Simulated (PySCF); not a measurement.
AlF₃ (singlet). Method: B3LYP/[Al def2-TZVP, F def2-TZVP], no relativity, density fitting, PySCF.

Harmonic bands of its minimum:

```csv
ω (cm⁻¹),"IR (km/mol, summed over degenerate members)",degeneracy
242,67.1,2
289,137,1
689,0.0,1
951,373,2
```

Q: The central atom is Al. Infer the point group and assign the bands.

A: D3h. The modes span 2e' + a2'' + a1': 242 e', 289 a2'', 689 a1', 951 e'. The computed geometry has Al–F 1.634 Å (×3); F–Al–F 120.0° (×3).
